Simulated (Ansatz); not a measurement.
Ansatz (a quantum-chemistry and plane-wave program) job for Si(OH)3(SH) (H4O3SSi), SMILES O[Si](S)(O)O, B3LYP-D3(BJ)/def2-SVP. 

Ansatz 0.2 input:
```yaml
crystal:
  periodic: [false, false, false]
  atoms:
    - {symbol: O, position_ang: [-1.24140089, 0.29562321, -1.18628000]}
    - {symbol: Si, position_ang: [-0.31449459, -0.20576402, 0.03995696]}
    - {symbol: O, position_ang: [-0.94352357, -0.01218694, 1.52239984]}
    - {symbol: O, position_ang: [-0.06622472, -1.79246335, -0.16164212]}
    - {symbol: S, position_ang: [1.46648347, 0.98260462, -0.08833879]}
    - {symbol: H, position_ang: [-1.91063962, -0.28597396, -1.53803348]}
    - {symbol: H, position_ang: [-1.07389691, 0.86030701, 1.88290408]}
    - {symbol: H, position_ang: [0.37575186, -2.29224602, 0.51899532]}
    - {symbol: H, position_ang: [1.55716703, 0.94915220, -1.40566442]}
basis:
  gaussian:
    orbitals: def2-SVP
hamiltonian:
  xc: b3lyp
  dispersion: d3bj
relax: {f_tol: 0.002, max_steps: 200}
```

Log of the run:

```
WARN ansatz: RAYON_NUM_THREADS=1 ignored (pool sized by the plan → 1); use --threads N
Functional definition: B3LYP
integrals: 0.05 GiB planned
977 factors; integrals over basis functions are off by at most 4.1e-4 eV
mean field: 0.40 GiB planned
mean field evaluation 1: about -24902.7428 eV, gradient 8.2e1 eV
mean field evaluation 2: about -24888.3389 eV, gradient 1.2e2 eV
mean field evaluation 4: about -24913.9618 eV, gradient 2.4e0 eV
mean field evaluation 8: about -24913.9736 eV, gradient 5.2e-2 eV
mean field -24913.97363179 eV, -915.5716436705 hartree, gradient 3.5e-5 eV, S^2 0.000000; 0 other end points of the search recorded, 0 dependent functions left out
the calculation of the forces begins
reference -24913.97384626 eV, -915.5716515522 hartree; 29, 29 occupied and 69, 69 virtual orbitals, 977 factors
relax step   1: F+E_penalty+E_count = -24914.34078846 eV  Δ(F+E_penalty+E_count) = +0.000e0 eV  max|allowed force component| = 1.065e0 eV/Å  Δτ_max = 0.0000 Å  (24 SCF iters, accepted)
these checks for a lower state are left out or cut short: starts, cluster_reference, orbital_swaps, neighbouring_geometries, increment
integrals: 0.05 GiB planned
977 factors; integrals over basis functions are off by at most 4.3e-4 eV
mean field: 0.40 GiB planned
mean field evaluation 16: about -24913.9868 eV, gradient 4.3e0 eV
mean field -24914.02912315 eV, -915.5736829405 hartree, gradient 4.9e-5 eV, S^2 0.000000; 0 other end points of the search recorded, 0 dependent functions left out
the calculation of the forces begins
reference -24914.02933625 eV, -915.5736907716 hartree; 29, 29 occupied and 69, 69 virtual orbitals, 977 factors
relax step   2: F+E_penalty+E_count = -24914.39569621 eV  Δ(F+E_penalty+E_count) = -5.491e-2 eV  max|allowed force component| = 6.174e-1 eV/Å  Δτ_max = 0.1000 Å  (24 SCF iters, accepted)
these checks for a lower state are left out or cut short: starts, cluster_reference, orbital_swaps, neighbouring_geometries, increment
integrals: 0.05 GiB planned
977 factors; integrals over basis functions are off by at most 4.4e-4 eV
mean field: 0.40 GiB planned
mean field -24914.05694280 eV, -915.5747052936 hartree, gradient 2.3e-5 eV, S^2 0.000000; 0 other end points of the search recorded, 0 dependent functions left out
the calculation of the forces begins
reference -24914.05715713 eV, -915.5747131702 hartree; 29, 29 occupied and 69, 69 virtual orbitals, 977 factors
relax step   3: F+E_penalty+E_count = -24914.42112545 eV  Δ(F+E_penalty+E_count) = -2.543e-2 eV  max|allowed force component| = 2.974e-1 eV/Å  Δτ_max = 0.0864 Å  (24 SCF iters, accepted)
these checks for a lower state are left out or cut short: starts, cluster_reference, orbital_swaps, neighbouring_geometries, increment
integrals: 0.05 GiB planned
977 factors; integrals over basis functions are off by at most 4.3e-4 eV
mean field: 0.40 GiB planned
mean field evaluation 32: about -24914.0514 eV, gradient 2.2e-5 eV
mean field -24914.05143100 eV, -915.5745027386 hartree, gradient 2.2e-5 eV, S^2 0.000000; 0 other end points of the search recorded, 0 dependent functions left out
the calculation of the forces begins
reference -24914.05164587 eV, -915.5745106348 hartree; 29, 29 occupied and 69, 69 virtual orbitals, 977 factors
relax step   4: F+E_penalty+E_count = -24914.41679398 eV  Δ(F+E_penalty+E_count) = +4.331e-3 eV  max|allowed force component| = 4.835e-1 eV/Å  Δτ_max = 0.1199 Å  (26 SCF iters, rejected (line search))
these checks for a lower state are left out or cut short: starts, cluster_reference, orbital_swaps, neighbouring_geometries, increment
integrals: 0.05 GiB planned
977 factors; integrals over basis functions are off by at most 4.4e-4 eV
mean field: 0.40 GiB planned
mean field -24914.06700880 eV, -915.5750752123 hartree, gradient 3.2e-5 eV, S^2 0.000000; 0 other end points of the search recorded, 0 dependent functions left out
the calculation of the forces begins
reference -24914.06722326 eV, -915.5750830936 hartree; 29, 29 occupied and 69, 69 virtual orbitals, 977 factors
relax step   5: F+E_penalty+E_count = -24914.43172801 eV  Δ(F+E_penalty+E_count) = -1.060e-2 eV  max|allowed force component| = 1.371e-1 eV/Å  Δτ_max = 0.0585 Å  (25 SCF iters, accepted)
these checks for a lower state are left out or cut short: starts, cluster_reference, orbital_swaps, neighbouring_geometries, increment
integrals: 0.05 GiB planned
977 factors; integrals over basis functions are off by at most 4.5e-4 eV
mean field: 0.40 GiB planned
mean field -24914.06942074 eV, -915.5751638493 hartree, gradient 6.6e-5 eV, S^2 0.000000; 0 other end points of the search recorded, 0 dependent functions left out
the calculation of the forces begins
reference -24914.06963453 eV, -915.5751717060 hartree; 29, 29 occupied and 69, 69 virtual orbitals, 977 factors
relax step   6: F+E_penalty+E_count = -24914.43508634 eV  Δ(F+E_penalty+E_count) = -3.358e-3 eV  max|allowed force component| = 4.842e-2 eV/Å  Δτ_max = 0.0981 Å  (24 SCF iters, accepted)
these checks for a lower state are left out or cut short: starts, cluster_reference, orbital_swaps, neighbouring_geometries, increment
integrals: 0.05 GiB planned
977 factors; integrals over basis functions are off by at most 4.5e-4 eV
mean field: 0.40 GiB planned
mean field -24914.07104923 eV, -915.5752236952 hartree, gradient 2.8e-5 eV, S^2 0.000000; 0 other end points of the search recorded, 0 dependent functions left out
the calculation of the forces begins
reference -24914.07126319 eV, -915.5752315582 hartree; 29, 29 occupied and 69, 69 virtual orbitals, 977 factors
relax step   7: F+E_penalty+E_count = -24914.43640098 eV  Δ(F+E_penalty+E_count) = -1.315e-3 eV  max|allowed force component| = 3.520e-2 eV/Å  Δτ_max = 0.0529 Å  (23 SCF iters, accepted)
these checks for a lower state are left out or cut short: starts, cluster_reference, orbital_swaps, neighbouring_geometries, increment
integrals: 0.05 GiB planned
977 factors; integrals over basis functions are off by at most 4.5e-4 eV
mean field: 0.40 GiB planned
mean field -24914.07113012 eV, -915.5752266680 hartree, gradient 2.6e-5 eV, S^2 0.000000; 0 other end points of the search recorded, 0 dependent functions left out
the calculation of the forces begins
reference -24914.07134410 eV, -915.5752345314 hartree; 29, 29 occupied and 69, 69 virtual orbitals, 977 factors
relax step   8: F+E_penalty+E_count = -24914.43650300 eV  Δ(F+E_penalty+E_count) = -1.020e-4 eV  max|allowed force component| = 3.921e-3 eV/Å  Δτ_max = 0.0129 Å  (24 SCF iters, accepted)
these checks for a lower state are left out or cut short: starts, cluster_reference, orbital_swaps, neighbouring_geometries, increment
integrals: 0.05 GiB planned
977 factors; integrals over basis functions are off by at most 4.5e-4 eV
mean field: 0.40 GiB planned
mean field -24914.07114320 eV, -915.5752271486 hartree, gradient 1.1e-5 eV, S^2 0.000000; 0 other end points of the search recorded, 0 dependent functions left out
the calculation of the forces begins
reference -24914.07135717 eV, -915.5752350120 hartree; 29, 29 occupied and 69, 69 virtual orbitals, 977 factors
relax step   9: F+E_penalty+E_count = -24914.43651004 eV  Δ(F+E_penalty+E_count) = -7.036e-6 eV  max|allowed force component| = 1.030e-3 eV/Å  Δτ_max = 0.0035 Å  (21 SCF iters, accepted)
these checks for a lower state are left out or cut short: starts, cluster_reference, orbital_swaps, neighbouring_geometries, increment
integrals: 0.05 GiB planned
977 factors; integrals over basis functions are off by at most 4.5e-4 eV
mean field: 0.40 GiB planned
mean field evaluation 64: about -24914.0711 eV, gradient 2.0e-5 eV
mean field -24914.07111979 eV, -915.5752262884 hartree, gradient 2.0e-5 eV, S^2 0.000000; 0 other end points of the search recorded, 0 dependent functions left out
the calculation of the forces begins
reference -24914.07133372 eV, -915.5752341503 hartree; 29, 29 occupied and 69, 69 virtual orbitals, 977 factors
relax step  10: F+E_penalty+E_count = -24914.43650677 eV  Δ(F+E_penalty+E_count) = +3.271e-6 eV  max|allowed force component| = 5.312e-3 eV/Å  Δτ_max = 0.0043 Å  (21 SCF iters, rejected (line search))
these checks for a lower state are left out or cut short: starts, cluster_reference, orbital_swaps, neighbouring_geometries, increment
integrals: 0.05 GiB planned
977 factors; integrals over basis functions are off by at most 4.5e-4 eV
mean field: 0.40 GiB planned
mean field -24914.07114536 eV, -915.5752272281 hartree, gradient 4.5e-5 eV, S^2 0.000000; 0 other end points of the search recorded, 0 dependent functions left out
the calculation of the forces begins
reference -24914.07135933 eV, -915.5752350912 hartree; 29, 29 occupied and 69, 69 virtual orbitals, 977 factors
relax step  11: F+E_penalty+E_count = -24914.43651169 eV  Δ(F+E_penalty+E_count) = -1.653e-6 eV  max|allowed force component| = 7.762e-4 eV/Å  Δτ_max = 0.0021 Å  (19 SCF iters, accepted)
these checks for a lower state are left out or cut short: starts, cluster_reference, orbital_swaps, neighbouring_geometries, increment
integrals: 0.05 GiB planned
977 factors; integrals over basis functions are off by at most 4.5e-4 eV
mean field: 0.40 GiB planned
mean field -24914.07114302 eV, -915.5752271420 hartree, gradient 6.1e-5 eV, S^2 0.000000; 0 other end points of the search recorded, 0 dependent functions left out
the calculation of the forces begins
reference -24914.07135698 eV, -915.5752350048 hartree; 29, 29 occupied and 69, 69 virtual orbitals, 977 factors
relax step  12: F+E_penalty+E_count = -24914.43651241 eV  Δ(F+E_penalty+E_count) = -7.176e-7 eV  max|allowed force component| = 8.912e-4 eV/Å  Δτ_max = 0.0024 Å  (19 SCF iters, accepted)
integrals: 0.05 GiB planned
977 factors; integrals over basis functions are off by at most 4.5e-4 eV
mean field: 0.40 GiB planned
mean field -24914.07114302 eV, -915.5752271420 hartree, gradient 6.1e-5 eV, S^2 0.000000; 1 other end points of the search recorded, 0 dependent functions left out
the calculation of the forces begins
reference -24914.07135698 eV, -915.5752350048 hartree; 29, 29 occupied and 69, 69 virtual orbitals, 977 factors
Total energy: -24914.43672637 eV, -915.5886620822 hartree
Atom 0 at    -1.232201     0.297349    -1.228531 Å, force     0.000029    -0.000318     0.000541 eV/Å
Atom 1 at    -0.283438    -0.209303     0.025242 Å, force     0.000216    -0.000323    -0.000136 eV/Å
Atom 2 at    -0.922168    -0.017139     1.541061 Å, force    -0.000440     0.000123     0.000066 eV/Å
Atom 3 at    -0.092117    -1.837475    -0.183786 Å, force     0.000225    -0.000067     0.000686 eV/Å
Atom 4 at     1.493757     0.984753    -0.050830 Å, force    -0.000123     0.000119    -0.000891 eV/Å
Atom 5 at    -1.847376    -0.368596    -1.562366 Å, force     0.000176     0.000244    -0.000196 eV/Å
Atom 6 at    -0.974377     0.887692     1.871789 Å, force     0.000082    -0.000028     0.000055 eV/Å
Atom 7 at     0.248102    -2.333862     0.569949 Å, force    -0.000267     0.000258    -0.000661 eV/Å
Atom 8 at     1.459041     1.095633    -1.398230 Å, force     0.000101    -0.000009     0.000535 eV/Å
Dipole moment:    -0.140627    -0.092111     0.067624 e Å
```

The run converged.

Cost: around 29 core-seconds (rough).
